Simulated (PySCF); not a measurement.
2,2-dichloroethyl(fluoro)silane (C2H5Cl2FSi), SMILES F[SiH2]CC(Cl)Cl. Coordinates come from a PBE-D3(BJ)/def2-SVP optimisation. Other conformers were not sampled.

Computed equilibrium geometry at PBE-D3(BJ)/def2-SVP (PySCF confirms it by a frequency run) as Cartesian coordinates in Å (one conformer of several):
```xyz
11

F     -2.9159    -1.5440    -0.1477
Si    -1.9498    -0.2233     0.0125
C     -0.1593    -0.8624     0.0750
C      0.8359     0.1674    -0.4104
Cl     2.5375    -0.3969    -0.2551
Cl     0.5958     1.7253     0.4910
H     -2.3477     0.4772     1.2730
H     -2.1440     0.6407    -1.1993
H     -0.0817    -1.7723    -0.5577
H      0.0911    -1.1606     1.1142
H      0.6973     0.4247    -1.4766
```
